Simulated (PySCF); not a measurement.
Correlation energy of In(25+) (indium, charge +25)

[Ar] 3d6, high-spin 5D determinant. Computed with PySCF 2.14 in an uncontracted even-tempered set (19 s from 3.1 bohr⁻², ratio 2.5; 12 p from 4.1 bohr⁻², ratio 2.5; 8 d from 4.1 bohr⁻², ratio 2.5; 4 f from 17 bohr⁻², ratio 2.7; 3 g from 26 bohr⁻², ratio 2.7), with the spin-free X2C one-electron Hamiltonian (Gaussian nucleus). Frozen: [Ne]; 14 electrons correlated; the 31 highest virtual orbitals of each spin left out.

```
  level  correlation energy (mhartree)
   CCSD                        -543.36
    (T)                          -1.34
CCSD(T)                        -544.70
```

Diagnostics: T1 = 0.00032, D1 = 0.0008, largest double amplitude 0.021.

Question: Is a single reference adequate?

Answer: Yes, within this model without spin-orbit coupling: T1 lies below 0.03 and no double amplitude reaches 0.07.

At this charge the one-electron X2C treatment keeps the bare 1/r₁₂, with no two-electron picture change or Breit term. The effect here is smaller than on the frozen 1s shell; and a scalar Hamiltonian misses the large spin-orbit splitting of the p shells, which matters for ns² → np² pairs.
